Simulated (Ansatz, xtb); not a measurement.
**C6H9Br: which of two isomers lies lower**

Structure I is `Br[C@@H]1CC=CCC1`, a singlet and structure II is `Br[C@@H]1CC[C@H]2C[C@H]21`, a singlet. Both are isolated molecules in the gas phase, relaxed with B3LYP-D3(BJ)/def2-SVP; the shapes shown needn't be the lowest conformers.

I (Å):

```xyz
16

C    -1.0707    0.5246   -0.0396
C    -0.8027   -0.4385    1.1135
C     0.3165    0.0181    2.0119
C     1.1716    0.9954    1.6870
C     1.1143    1.7474    0.3851
C     0.2238    1.0495   -0.6479
Br   -2.1892    2.0545    0.5937
H    -1.7077    0.0583   -0.8004
H    -1.7244   -0.6034    1.6933
H    -0.5480   -1.4240    0.6748
H     0.4143   -0.4897    2.9767
H     1.9474    1.2892    2.4018
H     2.1310    1.8743   -0.0240
H     0.7373    2.7692    0.5740
H     0.7553    0.1684   -1.0530
H     0.0095    1.7144   -1.4974
```

II (Å):

```xyz
16

C    -1.1106    0.0490    0.7969
C    -0.8119    0.9664   -0.3958
C     0.7232    0.9422   -0.5409
C     1.2373    0.7188    0.8755
C     0.6267    1.5543    1.9688
C     0.0946    0.1626    1.7001
Br   -1.2653   -1.8491    0.1845
H    -2.0767    0.2422    1.2789
H    -1.3450    0.6619   -1.3058
H    -1.1638    1.9810   -0.1448
H     1.1106    1.8632   -1.0056
H     1.0293    0.0941   -1.1736
H     2.2550    0.3433    1.0096
H     1.2038    1.6727    2.8892
H     0.0235    2.4296    1.7106
H     0.2460   -0.6101    2.4563
```

Quicker runs give these differences E(II) − E(I): GFN2-xTB −1.6 kcal/mol; HF/STO-3G −0.9 kcal/mol (at GFN2-xTB geometries); r2SCAN-D4/def2-SVP +7.0 kcal/mol (at GFN2-xTB geometries).

**Question.** Estimate E(II) − E(I) at the level CCSD(T)/def2-SVP + ΔMP2/def2-TZVPP.

**Answer.** Calculated at CCSD(T)/def2-SVP + ΔMP2/def2-TZVPP: E(II) − E(I) = +9.3 kcal/mol, so structure I lies lower.

How the difference moves with the method:

```
                             level               geometry  E(II) − E(I) (kcal/mol)  departure from the last row (kcal/mol)  job, with rough time for the two
                          GFN2-xTB               GFN2-xTB                      −1.6                                   −10.8              optimisation, 0.15 s
                         HF/STO-3G               GFN2-xTB                      −0.9                                   −10.1              single point, 0.56 s
                r2SCAN-D4/def2-SVP               GFN2-xTB                      +7.0                                    −2.3               single point, 5.6 s
             B3LYP-D3(BJ)/def2-SVP  B3LYP-D3(BJ)/def2-SVP                     +11.0                                    +1.7                optimisation, 42 s
                       HF/def2-SVP  B3LYP-D3(BJ)/def2-SVP                     +11.0                                    +1.7           part of the CCSD(T) run
                      MP2/def2-SVP  B3LYP-D3(BJ)/def2-SVP                      +5.9                                    −3.3           part of the CCSD(T) run
                  CCSD(T)/def2-SVP  B3LYP-D3(BJ)/def2-SVP                      +8.9                                    −0.4                      single point
CCSD(T)/def2-SVP + ΔMP2/def2-TZVPP  B3LYP-D3(BJ)/def2-SVP                      +9.3                                                     single point, 2.5 min
```

As drawn, II has 2 C–C in place of 1 C=C. Structure I has a 6-membered ring, II a 3-membered ring and a 5-membered ring.

GFN2-xTB, HF/STO-3G put the two in the other order. The largest departure from CCSD(T)/def2-SVP + ΔMP2/def2-TZVPP is that of GFN2-xTB, 10.8 kcal/mol. The last row adds to CCSD(T) the change of the MP2 difference between the two basis sets, here +0.4 kcal/mol.

With thermal terms from frequencies at re-optimised GFN2-xTB minima (ideal gas, soft modes damped towards free rotors, one conformer each, 298.15 K, 1 atm): on the last row, ΔE + ΔZPE = +9.8, ΔH = +9.6, ΔG = +10.0 kcal/mol.

The correlated steps freeze 15 core orbitals; the filled d shell of Br is correlated, in a basis made for valence electrons. Run with Ansatz 0.2.0, xtb 6.7.1; the last row on 4 threads of Arm Neoverse V1 on a shared host.
